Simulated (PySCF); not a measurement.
## Assigning NMR signals

Geometry (Å), atoms numbered from 1 in this order:
```xyz
23

C    -2.948   -2.406    0.295
O    -1.670   -1.819    0.367
C    -1.554   -0.580   -0.149
C    -0.384    0.084   -0.195
C     0.913   -0.374    0.260
C     1.801    0.621    0.021
O     3.133    0.694    0.262
C     3.712   -0.442    0.854
C     1.111    1.744   -0.593
C    -0.196    1.436   -0.726
C    -1.277    2.283   -1.302
H    -2.889   -3.347    0.839
H    -3.232   -2.605   -0.744
H    -3.707   -1.767    0.757
H    -2.465   -0.124   -0.527
H     1.078   -1.337    0.701
H     4.768   -0.212    0.987
H     3.257   -0.657    1.826
H     3.604   -1.321    0.211
H     1.602    2.655   -0.876
H    -1.739    1.791   -2.157
H    -0.870    3.236   -1.629
H    -2.055    2.475   -0.561
```

- shielding tensors at PBE0/pcSseg-1 (GIAO)
- coordinates at the GFN2-xTB level
- program: PySCF 2.14
- fast rotation and ring inversion assumed for equivalent nuclei, gas phase, one computed conformer, non-relativistic Hamiltonian

δ = σ(ref) − σ, references computed at the same level: ¹³C, ¹H against TMS.

**Question.** Assign these signals to the numbered atoms. ¹³C{¹H} NMR (computed): δ 170.4, 154.5, 139.0, 130.8, 128.0, 89.1, 60.8, 57.4, 14.4.

**Answer.** 
```tsv
δ (ppm)	atoms	environment	reason
170.4	C6	alkene carbon bearing oxygen	an sp2 carbon further deshielded by the attached heteroatom
154.5	C3	alkene carbon bearing oxygen	–
139.0	C10	fully substituted alkene carbon	an sp2 carbon of a C=C bond
130.8	C4	β carbon of an enol-ether or enamine type C=C	–
128.0	C9	alkene CH	as expected for a trigonal carbon in a double bond
89.1	C5	β carbon of an enol-ether or enamine type C=C	the O or N lone pair pushes π density onto this β carbon and shields it
60.8	C1	methyl carbon bonded to O	pulled downfield by the heteroatom
57.4	C8	methyl carbon bonded to O	–
14.4	C11	allylic methyl carbon	a saturated carbon with 1 carbon neighbour and no heteroatom attached
```

**Question.** Assign these signals to the numbered atoms. ¹H NMR (400 MHz, computed): δ 6.66 (s, 1H), 5.89 (s, 1H), 5.34 (s, 1H), 3.94 (s, 3H), 3.82 (s, 3H), 2.17 (s, 3H).

**Answer.** 
| δ (ppm) | atoms | environment | reason |
| --- | --- | --- | --- |
| 6.66 | H15 | hydrogen on an alkene carbon bearing oxygen | a vinylic proton, deshielded by the sp2 carbon and the C=C anisotropy |
| 5.89 | H20 | hydrogen on an alkene CH | attached to an sp2 carbon and in the plane of the double bond |
| 5.34 | H16 | hydrogen on a β carbon of an enol-ether or enamine type C=C | a vinylic proton, deshielded by the sp2 carbon and the C=C anisotropy |
| 3.94 | H12/H13/H14 | hydrogen on a methyl carbon bonded to O | its carbon carries O, hence the downfield position |
| 3.82 | H17/H18/H19 | hydrogen on a methyl carbon bonded to O | – |
| 2.17 | H21/H22/H23 | hydrogen on an allylic methyl carbon | allylic position |

H12/H13/H14 and H17/H18/H19 lie closer than the usual error of such a calculation, so a measured spectrum could show them in the other order.

Shifts are as computed. Against solution values, carbons near 30 ppm lie about +3 ppm off and those near 130 ppm about +5 ppm. Of 1211 compounds with measured shifts, 218 miss one by over three times the rms of a fit or turn the order of signals round; such compounds aren't used in these exercises. No couplings were computed; multiplicities are counted from neighbouring protons, with m where these are inequivalent, close in shift, in a saturated or five-membered ring or joined by F or P, and br s for small geminal =CH2 splittings.
